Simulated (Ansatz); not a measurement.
Pulling on the Ga1–F4 bond in FGaH2 (SMILES [F][GaH2]) (multiplicity 1 held, fragments rigid). Energies count from the point at 1.770 Å.
Geometry at that point (charge 0, multiplicity 1):
```csv
atom,x (Å),y (Å),z (Å)
Ga,-0.1531,-0.2983,0.0991
H,0.6238,-1.0578,1.2132
H,-1.4763,-0.6025,-0.6615
F,0.6222,1.2119,-0.4027
```

Signs of static correlation in cc-pVDZ, with CASSCF(6,4), from Ansatz (an electronic-structure program) runs.

```tsv
R (Å)	T1 of restricted CCSD	⟨S²⟩ of UHF	largest double amplitude of restricted CCSD	weight of the CASSCF reference in MRCISD	CASSCF natural occupations
1.416	0.012	0.000	0.051	0.936	2.00 2.00 1.99 0.01
1.593	0.014	0.000	0.056	0.934	2.00 2.00 1.99 0.01
1.770	0.016	0.000	0.062	0.932	2.00 2.00 1.98 0.02
1.947	0.019	0.000	0.058	0.931	2.00 2.00 1.98 0.02
2.124	0.022	0.000	0.049	0.930	2.00 2.00 1.97 0.03
2.390	0.027	0.000	…	0.929	2.00 2.00 1.95 0.06
2.655	0.036	0.347	0.109	0.930	2.00 2.00 1.90 0.10
3.098	0.061	0.881	0.195	0.933	2.00 2.00 1.70 0.31
3.540	0.107	0.970	0.363	0.935	2.00 2.00 1.43 0.57
4.071	0.178	0.997	0.727	0.936	2.00 2.00 1.21 0.79
4.779	0.252	1.004	…	0.936	2.00 2.00 1.08 0.92
5.665	0.286	1.005	1.628	0.936	2.00 2.00 1.02 0.98
```

Task: Complete the blanks.

Result: 
- 2.390, largest double amplitude of restricted CCSD: 0.074
- 4.779, largest double amplitude of restricted CCSD: 1.273

Doubts at one or more of the structures used: active orbitals that take no part (SC-NEVPT2 on CASSCF(6,4)/cc-pVDZ); a restricted determinant that unrestricted orbitals would lower (R-CCSD(T)/cc-pVDZ); T1 above 0.05 (R-CCSD(T)/cc-pVDZ, U-CCSD(T)/cc-pVDZ); other coupled-cluster roots lie near (R-CCSD(T)/cc-pVDZ, U-CCSD(T)/cc-pVDZ); a spin-contaminated determinant (U-CCSD(T)/cc-pVDZ).
